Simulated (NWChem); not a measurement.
Molecule: BiH2F; SMILES [F][BiH2]

```xyz
4

Bi     0.0301     0.1940     0.0000
H     -1.2670     0.3787    -1.2772
H     -1.2670     0.3787     1.2772
F      0.0044    -1.8736     0.0000
```
Atoms are numbered in this order, from 1.

Results from NWChem. Geometry: optimised at PBE-D3(BJ)/def2-SVP. def2 effective core potentials on Bi; no spin-orbit coupling. Vertical excitations in the gas phase; the lowest state need not have the same character in each row.

For level LDA (Slater exchange, VWN5)/def2-SVPD, full TDDFT:

| Item | Value |
|---|---|
| lowest excitation, singlet (eV) | 4.50 |
| lowest state with f > 0.02, singlet (eV) | 6.07 |
| oscillator strength of that bright state | 0.076 |
| orbital gap (eV) | 4.16 |

How do the values read with level CAM-B3LYP/def2-SVPD, full TDDFT instead?

lowest excitation, singlet (eV): 4.86
lowest state with f > 0.02, singlet (eV): 6.56
oscillator strength of that bright state: 0.141
orbital gap (eV): 8.46
